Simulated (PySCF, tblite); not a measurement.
Species: C₅H₉NO₂Si.
Numbering: `[CH:1]#[C:2][C:3](=[O:4])[O:5][Si@H:6]([CH3:7])[NH:8][CH3:9]` (hydrogens: H10 on C1; H11 on Si6; H12, H13, H14 on C7; H15 on N8; H16, H17, H18 on C9)

Geometry (GFN2-xTB, Å), atoms numbered from 1 in this order:
```xyz
18
C5H9NO2Si angstrom
C      4.4560    0.5334    0.5552
C      3.4191    0.1433    0.0946
C      2.1832   -0.3340   -0.4860
O      2.1253   -0.8652   -1.5650
O      1.1496   -0.1206    0.3000
Si    -0.4034   -0.5433   -0.1614
C     -0.9349    0.3398   -1.7501
N     -1.2356    0.1188    1.1805
C     -2.6692    0.0541    1.3164
H      5.3630    0.8749    0.9616
H     -0.4191   -2.0030   -0.3201
H     -0.8964    1.4204   -1.6306
H     -1.9471    0.0737   -2.0377
H     -0.2785    0.0733   -2.5730
H     -0.7700    0.1099    2.0761
H     -3.1178    0.1531    0.3319
H     -3.0249    0.8707    1.9467
H     -3.0081   -0.8929    1.7494
```

Method: PBE0/pcSseg-1 in PySCF (dipole) on a GFN2-xTB geometry, gas phase.

Take the most abundant isotopes and a rigid rotor. The values belong to one conformer with, in the numbering `[CH:1]#[C:2][C:3](=[O:4])[O:5][Si@H:6]([CH3:7])[NH:8][CH3:9]`, C2–C3–O5–Si6 178°, C3–O5–Si6–C7 -60°, O5–Si6–N8–C9 180°.

Problem. Give the principal moments of inertia and the rotational constants in MHz.

Solution. Ia = 175.06, Ib = 688.88, Ic = 808.13 u·Å²; 505379 MHz·u·Å²/I gives A = 2887, B = 733.6, C = 625.4 MHz.

Problem. What kind of rotor is it?

Solution. A near-prolate asymmetric top: κ = (2 × 733.6 − 2887 − 625.4)/(2887 − 625.4) = -0.90.

Problem. Is it planar, by Δ = Ic − Ia − Ib?

Solution. Not planar: Δ = Ic − Ia − Ib = -55.81 u·Å². For a rigid frame Δ = −2 Σ m c², so Σ m c² = 27.91 u·Å² lies off the ab plane: 9.67 from hydrogen and 18.24 from heavier atoms. The atom farthest from that plane is 1.89 Å away.

Problem. Give the other two planar moments, Paa and Pbb, and the rms extents of the mass along the axes.

Solution. Paa = Σ m a² = (Ib + Ic − Ia)/2 = 660.98 and Pbb = Σ m b² = (Ia + Ic − Ib)/2 = 147.15 u·Å². With the mass M = 143.04 u, the rms extents √(P/M) along a, b and c are 2.15, 1.01, 0.44 Å.

Problem. Where do the levels up to J = 2 lie, in MHz?

Solution. Above 0(0,0):
J = 1: 1(0,1) 1359, 1(1,1) 3512, 1(1,0) 3621
J = 2: 2(0,2) 4073, 2(1,2) 6122, 2(1,1) 6447, 2(2,1) 12907, 2(2,0) 12911

Problem. Which types of transition are allowed, and where do some lines up to J = 4 fall?

Solution. The dipole components are |μa| = 1.48 D, |μb| = 2.24 D, |μc| = 0.46 D. Intensities carry the squares of the components, which stand as 0.44 : 1.00 : 0.04 (a : b : c). Some lines, for components of 0.1 D or more:

| type | branch | J(Ka,Kc) | MHz | lower level (cm⁻¹) |
| --- | --- | --- | --- | --- |
| b | R | 2(0,2) ← 1(1,1) | 561 | 0.117 |
| a | Q | 3(1,2) ← 3(1,3) | 649 | 0.335 |
| c | Q | 4(1,4) ← 4(0,4) | 1715 | 0.451 |
| b | Q | 2(1,1) ← 2(0,2) | 2374 | 0.136 |
| a | R | 2(1,2) ← 1(1,1) | 2610 | 0.117 |
| a | R | 3(0,3) ← 2(0,2) | 4061 | 0.136 |
| c | R | 2(1,1) ← 1(0,1) | 5088 | 0.045 |
| a | R | 4(0,4) ← 3(0,3) | 5396 | 0.271 |
| b | R | 3(1,3) ← 2(0,2) | 5961 | 0.136 |
| c | Q | 4(2,3) ← 4(1,3) | 6089 | 0.545 |
| b | Q | 4(2,2) ← 4(1,3) | 6148 | 0.545 |
| c | Q | 2(2,1) ← 2(1,1) | 6460 | 0.215 |
| c | R | 4(1,3) ← 3(0,3) | 8194 | 0.271 |
| c | R | 2(2,0) ← 1(1,0) | 9290 | 0.121 |
| c | Q | 4(3,2) ← 4(2,2) | 10991 | 0.750 |
| b | Q | 4(4,0) ← 4(3,1) | 15444 | 1.116 |
| b | R | 4(4,1) ← 3(3,0) | 20888 | 0.935 |
| b | R | 4(4,0) ← 3(3,1) | 20888 | 0.935 |

Problem. Estimate the classical rotational partition function at 10 K, 100 K and 500 K.

Solution. Point group C1, symmetry number σ = 1; q = (√π/σ)·√((kT/h)³/(ABC)), k/h = 20836.6 MHz/K: 4630 at 10 K, 146000 at 100 K, 1640000 at 500 K.

Its GFN2-xTB frequencies are all real (lowest 44 cm⁻¹). No vibrational averaging or centrifugal distortion is included, and the geometry carries the error of its method. A rigid rotor knows nothing of inversion at nitrogen or internal rotation, which can split or shift real lines. Quadrupole hyperfine structure (14N) is left out.

Time: 55 s (with the writing of density and orbital grids); peak memory 0.92 GiB. Hardware: one thread, Arm Neoverse V1 (aarch64), shared host with 32 logical CPUs at a one-minute load of 31. This is the PBE0/pcSseg-1 job that gave the dipole, with the shieldings it also computed.
